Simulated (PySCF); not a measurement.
Ligands exchanged one at a time, Si Br-OCH3. Isolated molecules, 0 K electronic values unless said otherwise. One relaxed conformer stands for each flexible species; it need not be the lowest. Strings in code marks are SMILES.

Quantity: redistribution energy (mixed species minus the weighted end members), in kcal/mol.

Level 1: B3LYP-D3(BJ)/def2-TZVP // B3LYP-D3(BJ)/def2-SVP (PySCF)
Level 2: PBE-D3(BJ)/def2-TZVP // B3LYP-D3(BJ)/def2-SVP (PySCF)
Level 3: B3LYP/3-21G // B3LYP-D3(BJ)/def2-SVP (PySCF)
Level 4: B3LYP/LANL2DZ // B3LYP-D3(BJ)/def2-SVP (PySCF)

```csv
species,level 1,level 2,level 3,level 4
"2 of 4 Br replaced by OCH3: `O(C)[Si](OC)(Br)Br` (C–O–Si–Br torsion -59°, Br–Si–O–C torsion -57°)",-2.41,-2.42,0.63,-1.05
3 of 4 Br replaced by OCH3: `CO[Si](Br)(OC)OC`,-3.16,-3.06,0.34,-2.08
1 of 4 Br replaced by OCH3: `CO[Si](Br)(Br)Br` (C–O–Si–Br torsion 60°),-1.36,-1.41,0.59,-0.40
```
